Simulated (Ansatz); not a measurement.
A nudged elastic band was laid between two geometries of FH5OW + H2 (10 atoms, charge 0, multiplicity 1).

Level of theory: RKS B3LYP-D4/def2-SVP in Ansatz 0.2.0.

```
movable images  : 5
climbing image  : yes
spring          : 5.0 eV/Å²
optimiser       : quadratic models (default)
start path      : through a guess of the saddle point
force threshold : 0.5 eV/Å
iteration limit : 60
end points      : relaxed
```

First end point:

```xyz
10
Properties=species:S:1:pos:R:3
W 0.134 -0.425 0.036
F -0.153 -0.457 1.904
O 1.960 -0.223 -0.470
H 2.519 -0.913 -0.062
H 0.151 0.829 -1.070
H -1.022 0.784 0.169
H -0.317 -1.960 -0.539
H -1.013 -0.472 -1.203
H 1.474 2.348 1.733
H 1.068 1.938 2.229
```

Last end point:

```xyz
10
Properties=species:S:1:pos:R:3
W 0.227 0.166 -0.247
F 1.552 0.006 2.220
O 1.859 -0.682 -0.410
H 2.453 -0.824 0.347
H -0.413 0.787 1.224
H -0.857 -0.523 -1.335
H -0.984 -0.799 0.455
H -0.078 1.038 -1.654
H 0.343 1.854 -0.088
H 0.701 0.427 2.215
```

Question: What changes between the two ends?

Answer: Bonds broken: W1–F2, H9–H10. Bonds formed: W1–H9, F2–H10. FH5OW + H2 becomes FH + H6OW.

Question: Give the energies along the band, and the barrier.

Answer: The run converged. The highest image is number 4 of 0 to 6, 32.7 kcal/mol above the first end and 24.4 kcal/mol above the last; the last end lies 8.3 kcal/mol above the first. The threshold of 0.5 eV/Å is loose, so the images may lie well off the minimum-energy path. The profile has 2 maxima (images 1, 4) with wells between them (image 2): this band takes more than one step, which may be the mechanism or a detour left from its start path. A structure lower than the first end lies on the path between it and the top, so the climb from that side starts below the end, which may itself be a saddle point or a shallow side well. The order of the point at the top wasn't checked. The orbitals stay closed-shell, which can raise the energy where a bond breaks towards radicals; this wasn't checked here.

```json
{"image": "0", "path coordinate (Å)": "0.00", "energy (kcal/mol)": "0.0", "W1–F2 (Å)": "1.89", "H9–H10 (Å)": "0.76", "W1–H9 (Å)": "3.52"}
{"image": "1", "path coordinate (Å)": "1.71", "energy (kcal/mol)": "5.9", "W1–F2 (Å)": "1.90", "H9–H10 (Å)": "0.77", "W1–H9 (Å)": "2.54"}
{"image": "2", "path coordinate (Å)": "3.41", "energy (kcal/mol)": "-0.4", "W1–F2 (Å)": "1.90", "H9–H10 (Å)": "0.76", "W1–H9 (Å)": "2.53"}
{"image": "3", "path coordinate (Å)": "5.12", "energy (kcal/mol)": "5.1", "W1–F2 (Å)": "1.90", "H9–H10 (Å)": "0.77", "W1–H9 (Å)": "2.36"}
{"image": "4", "path coordinate (Å)": "6.86", "energy (kcal/mol)": "32.7", "W1–F2 (Å)": "2.55", "H9–H10 (Å)": "1.63", "W1–H9 (Å)": "1.71"}
{"image": "5", "path coordinate (Å)": "8.54", "energy (kcal/mol)": "19.5", "W1–F2 (Å)": "2.65", "H9–H10 (Å)": "2.10", "W1–H9 (Å)": "1.72"}
{"image": "6", "path coordinate (Å)": "10.21", "energy (kcal/mol)": "8.3", "W1–F2 (Å)": "2.80", "H9–H10 (Å)": "2.73", "W1–H9 (Å)": "1.70"}
```

Question: What is the geometry of the highest image?

Answer: 
```xyz
10
Properties=species:S:1:pos:R:3:forces:R:3
W 0.408 0.116 -0.011 -0.18 -0.10 0.10
F 0.619 0.332 2.519 -0.11 -0.14 0.07
O 1.963 -0.830 -0.457 0.04 -0.16 -0.10
H 2.593 -1.416 -0.891 0.03 0.16 -0.19
H -0.870 1.335 0.123 0.10 0.01 -0.43
H -1.168 -0.153 -0.538 0.13 -0.13 0.07
H -0.409 -1.149 0.744 -0.14 0.04 0.09
H 0.122 0.362 -1.666 -0.01 0.03 0.20
H 0.831 1.627 0.667 0.01 0.16 0.17
H 0.712 1.225 2.238 0.12 0.15 0.02
```

The band took 20 iterations and about 5 core-minutes.

The run took 2.6 min on 2 threads of Intel(R) Xeon(R) 6975P-C (Granite Rapids) (shared host), peak memory 0.22 GiB.
